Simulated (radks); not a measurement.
Results of a calculation; reference values are marked as such.
The tantalum ion Ta2+ inside a hard spherical wall (all orbitals vanish at R), configuration held at [Xe] 4f14 5d3 and not refilled when levels cross. Level of theory: scalar-relativistic Kohn-Sham, LDA (Slater exchange, VWN5 correlation), spin-polarised, spherical densities, finite nucleus; open shells are filled with parallel spins first (spin-orbit coupling, left out, can overturn this in heavy ions); Fermi nuclear charge, rms radius 5.3507 fm (a radial shooting solver on a logarithmic mesh with Libxc functionals). Eigenvalues in eV for spin up, with the zero of energy where the potential of the charges vanishes at infinity; a dash marks a level that is unbound or too diffuse for the functional's potential to be trusted. A positive occupied level is held by the wall or, in an anion where self-interaction has pushed it up, behind a barrier. The pressure on the wall is -dE/dV.

R (bohr)  E (hartree)  kinetic (hartree)    e(5s)    e(5p)    e(4f)    e(5d)  e(6s, empty)  e(6p, empty)  pressure (GPa)
free      -15592.2800          17121.331  -89.253  -55.805  -40.647  -19.380       -19.358       -13.079               0
20        -15592.2800          17121.331  -89.253  -55.805  -40.647  -19.380       -19.358       -13.079        < 0.0001
15        -15592.2800          17121.331  -89.253  -55.805  -40.647  -19.380       -19.358       -13.079        < 0.0001
12        -15592.2800          17121.331  -89.253  -55.805  -40.647  -19.380       -19.358       -13.078        < 0.0001
7         -15592.2796          17121.336  -89.226  -55.780  -40.619  -19.356       -19.315       -12.864          0.0390
4         -15592.1771          17121.945  -87.239  -53.931  -38.479  -17.068       -14.267        -3.652            26.8
3.5       -15592.0238          17122.728  -85.579  -52.363  -36.611  -14.728        -8.660         4.742            91.8
3         -15591.5947          17124.880  -82.383  -49.177  -32.869   -9.706         3.753        21.772             370
2.5       -15590.1968          17131.670  -75.330  -41.472  -24.438    2.153        33.409        59.072            1860
1.5       -15558.5936          17255.140   12.260   63.141   56.278   139.19        355.86        416.60          115000
